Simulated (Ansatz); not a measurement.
Basis sets compared for the cluster Ag₂Br (the lowest doublet isomer of a short search). Charge 0, multiplicity 2. Geometry r2SCAN-D4/def2-TZVP. Ansatz on 4 threads of Arm Neoverse V2 on a shared host; times are rough, and most runs start from earlier orbitals.

```xyz
3

Ag    0.073    0.459   -0.659
Ag   -2.237   -0.474    0.184
Br    2.164    0.014    0.476
```

In the def2 sets Ag takes a core potential; there is no spin–orbit coupling. The structure comes from a short search, and lower isomers may exist.

Binding counts from free atoms (Ag doublet, Br doublet) in the same basis, without a counterpoise term.

```tsv
level	functions	energy (Eh)	HOMO (eV)	LUMO (eV)	binding per atom (eV)	wall time
PBE-D4/def2-SVP	94	-2867.4390	-5.60	-5.14	1.28	1.6 s
PBE-D4/def2-TZVP	128	-2867.8273	-5.68	-5.21	1.27	2.6 s
r2SCAN-D4/def2-TZVP (with forces)	128	-2868.2679	-5.86	-5.01	1.29	7 s
PBE0-D4/def2-SVP	94	-2867.4908	-6.39	-4.32	1.19	2.8 s
PBE0-D4/def2-TZVP	128	-2867.8756	-6.45	-4.37	1.19	5.5 s
```

Q: Estimate the rows for PBE-D4/def2-TZVPD, r2SCAN-D4/def2-TZVPD, PBE0-D4/def2-TZVPD.

A: 
| level | functions | energy (Eh) | HOMO (eV) | LUMO (eV) | binding per atom (eV) | wall time |
| --- | --- | --- | --- | --- | --- | --- |
| PBE-D4/def2-TZVPD | 137 | -2867.8281 | -5.71 | -5.23 | 1.27 | 2.9 s |
| r2SCAN-D4/def2-TZVPD | 137 | -2868.2685 | -5.87 | -5.02 | 1.29 | 7 s |
| PBE0-D4/def2-TZVPD | 137 | -2867.8763 | -6.47 | -4.39 | 1.19 | 4 s |
